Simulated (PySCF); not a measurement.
C3H6AlF3, SMILES [C]([Al]([CH3])[CH3])(F)(F)F. Atoms are numbered in the order given.

```xyz
13

Al    -0.0545     0.2535     0.9805
C      0.0106    -0.2846    -0.9674
F     -1.1046     0.0366    -1.6699
F      0.2144    -1.6099    -1.1721
F      1.0440     0.3552    -1.5891
C     -1.0905     1.8526     1.3728
H     -0.5951     2.7355     0.9292
H     -1.2131     2.0488     2.4498
H     -2.0928     1.8030     0.9140
C      1.0008    -0.8457     2.1899
H      0.9292    -0.5381     3.2452
H      2.0665    -0.8089     1.9008
H      0.7041    -1.9069     2.1220
```

Geometry optimised at ωB97X-D3(BJ)/def2-SVP.

Two levels are set side by side: PBE/pcSseg-1 (PySCF) and HF/pcSseg-1 (PySCF). GIAO shifts against CFCl3 (¹⁹F), TMS (¹H), TMS (¹³C) at the same level; non-relativistic, no solvent, atoms listed together averaged. Differences are taken from unrounded values.

```tsv
quantity	HF
δ(¹³C) of C2 (ppm)	125.0
δ(¹³C) of C6, C10 (ppm)	-8.4
```

Question: What does PBE give, and how far is it from HF? (Estimate from the structure and the level; the computed values follow.)

Answer: 
| quantity | PBE | PBE minus HF |
|---|---|---|
| δ(¹³C) of C2 (ppm) | 147.3 | 22.3 |
| δ(¹³C) of C6, C10 (ppm) | -7.1 | 1.3 |

Rough cost on one machine, each run with all the roots and properties that it gave: HF against PBE within a factor of 2.
